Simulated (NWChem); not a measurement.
System: C2H4OSe; SMILES O=C[Se]C

The following NWChem deck was run.

```
start job
memory heap 200 mb stack 900 mb global 1100 mb
geometry units angstroms noautoz
  C     -1.570721     0.615605     0.000000
  Se     0.366695     0.615988     0.000000
  C      0.581968    -1.287171     0.000000
  O     -0.304961    -2.090140     0.000000
  H     -1.940809     1.120144     0.900864
  H     -1.940809     1.120144    -0.900864
  H     -1.874490    -0.441910     0.000000
  H      1.662775    -1.563217     0.000000
end
basis spherical
  * library 6-31g*
end
dft
  xc slater vwn_5
  iterations 150
  mulliken
end
task dft energy
```

The geometry was optimised at PBE0/def2-SVP.

### Question
Predict the main results of this run. (LDA (Slater exchange, VWN5)/6-31G* (spherical d).) Quantities: energy (Ha); highest occupied level (eV); orbital gap (eV); dipole (D).

### Answer
The energy (Ha) is -2550.40 and the highest occupied level (eV) comes out as -5.94. The orbital gap (eV) is 4.14 and the dipole (D) is 1.14.
